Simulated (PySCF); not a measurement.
This PySCF input asks for the NMR shieldings of SMILES B/C=C1/C=C[Si@H]1C(=C)C, C₇H₁₁BSi; the geometry comes from GFN2-xTB.

```python
import basis_set_exchange as bse
import numpy as np
from pyscf import gto, dft
from pyscf.prop import nmr

atoms = """
B     2.015538   -2.041266   -0.596801
C     1.995184   -0.686327   -1.301722
C     1.350308    0.384390   -0.800190
C     1.190923    1.730654   -1.326339
C     0.404305    2.343628   -0.420129
Si    0.275726    0.821340    0.723328
C    -1.396231   -0.046255    0.826257
C    -1.993070   -0.285084    1.986335
C    -2.007878   -0.471324   -0.474683
H     1.442697   -2.159715    0.419872
H     2.582005   -2.954852   -1.062032
H     2.507163   -0.543609   -2.252497
H     1.612171    2.117590   -2.242733
H     0.050800    3.361786   -0.459712
H     0.925491    0.943543    2.029600
H    -2.945386   -0.790676    2.049606
H    -1.555935    0.013619    2.924087
H    -2.962165   -0.971273   -0.320080
H    -1.332984   -1.149322   -0.996413
H    -2.163808    0.393833   -1.118486
"""
names = dict.fromkeys(["B", "C", "Si", "H"], "pcSseg-1")
basis = {el: gto.basis.parse(bse.get_basis(n, elements=[el], fmt="nwchem")) for el, n in names.items()}
mol = gto.M(atom=atoms, basis=basis, charge=0, verbose=0)
mf = dft.RKS(mol, xc="PBE0")
mf.grids.level = 2
mf.grids.alignment = dft.numint.BLKSIZE   # the property module wants whole blocks of grid points
mf.conv_tol = 1e-9
mf.kernel()

calc = nmr.RKS(mf)   # GIAO
C = mf.mo_coeff
Co = C[:, mf.mo_occ > 0]
resp = mf.gen_response(singlet=True, hermi=2)
def vind(x):   # induced exchange potential for any number of trial vectors
    d = np.einsum("pi,xij,qj->xpq", C, 2 * x.reshape(-1, C.shape[1], Co.shape[1]), Co, optimize=True)
    return np.einsum("xpq,pi,qj->xij", resp(d - d.transpose(0, 2, 1)), C, Co, optimize=True).ravel()
mo1, _ = nmr.rhf.solve_mo1(calc, with_cphf=vind)
sigma = calc.kernel(mo1)
for i, s in enumerate(sigma):   # ppm
    w = np.linalg.eigvalsh((s + s.T) / 2)
    print("%2d %-2s iso %8.1f  s11 %8.1f  s22 %8.1f  s33 %8.1f" % (i, mol.atom_pure_symbol(i), w.mean(), *w))
```

Task: What are the results?

Result: 
```
 0 B  iso     31.0  s11    -23.8  s22    -11.3  s33    128.1
 1 C  iso     41.6  s11    -54.5  s22      6.5  s33    172.7
 2 C  iso    -13.5  s11   -110.4  s22    -49.4  s33    119.2
 3 C  iso     14.9  s11    -89.2  s22      1.1  s33    132.8
 4 C  iso      9.7  s11   -105.9  s22    -25.3  s33    160.2
 5 Si iso    361.4  s11    339.5  s22    367.8  s33    376.9
 6 C  iso     35.7  s11    -77.6  s22     11.6  s33    173.0
 7 C  iso     49.0  s11    -66.5  s22     65.9  s33    147.5
 8 C  iso    161.4  s11    146.9  s22    149.9  s33    187.4
 9 H  iso     25.2  s11     18.1  s22     27.8  s33     29.8
10 H  iso     24.8  s11     20.4  s22     26.4  s33     27.7
11 H  iso     24.1  s11     21.0  s22     24.2  s33     27.2
12 H  iso     23.7  s11     21.9  s22     24.0  s33     25.1
13 H  iso     23.6  s11     19.3  s22     25.6  s33     26.0
14 H  iso     26.2  s11     23.7  s22     24.7  s33     30.1
15 H  iso     25.5  s11     22.1  s22     25.2  s33     29.2
16 H  iso     25.8  s11     22.2  s22     24.9  s33     30.2
17 H  iso     29.9  s11     26.3  s22     28.3  s33     35.1
18 H  iso     29.6  s11     25.0  s22     29.6  s33     34.2
19 H  iso     29.7  s11     25.7  s22     29.2  s33     34.3
```

These numbers come from an equivalent density-fitted implementation of the same equations, which agrees with the script to about 0.01 ppm for H and up to a few tenths of a ppm for heavy atoms, so last digits may differ.

Size and cost of the density-fitted run: 215 basis functions, 36 s wall time on 1 thread of an AMD EPYC 7B13, shared host; peak memory 1 GiB.
